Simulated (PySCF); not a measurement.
SnOF, SMILES [Sn]([F])=[O], multiplicity 2.

Geometry optimised at PBE-D3(BJ)/def2-TZVP. The def2 effective core potentials stand for the cores of Sn; spin–orbit coupling is left out.

Level of theory: PBE-D3(BJ)/def2-TZVP run with PySCF 2.14.0.

Frequencies are harmonic and unscaled.

Computed harmonic wavenumbers and intensities:
| mode | ν (cm⁻¹) | IR (km/mol) | moving atoms (share of kinetic energy) |
|---|---|---|---|
| 1 | 129 | 9.4 | O 46 %, F 38 %, Sn 16 % |
| 2 | 545 | 62.9 | F 80 %, Sn 11 %, O 10 % |
| 3 | 580 | 16.8 | O 80 %, Sn 14 % |
